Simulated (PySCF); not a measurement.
# How methods differ on the ionisation energy of O²⁺

O²⁺ [He] 2s2 2p2 (3P) → O³⁺ [He] 2s2 2p1 (2P), as a difference of total energies. All numbers are calculated (PySCF 2.14, the non-relativistic Hamiltonian (point nucleus), in aug-cc-pVTZ). Correlated levels: valence: 1s2 frozen. The calculations carry no spin-orbit coupling.

| method | ionisation energy (eV) |
| --- | --- |
| UHF | 54.584 |
| MP2 (valence) | 54.965 |
| SCS-MP2 (valence) | 54.821 |
| CCSD (valence) | 54.751 |
| CCSD(T) (valence) | 54.761 |

Task: How much does correlation contribute at CCSD(T) (valence)?

Result: 54.761 − (54.584) = 0.177 eV, measured against UHF.

A first-order spin-orbit estimate (lowest level to lowest level, LS coupling) adds -0.005 eV.

Errors of the correlated levels include the incompleteness of this basis and the frozen core.

For comparison: 54.936 eV (semi-empirical (NIST evaluation); NIST Atomic Spectra Database, ionization energies).
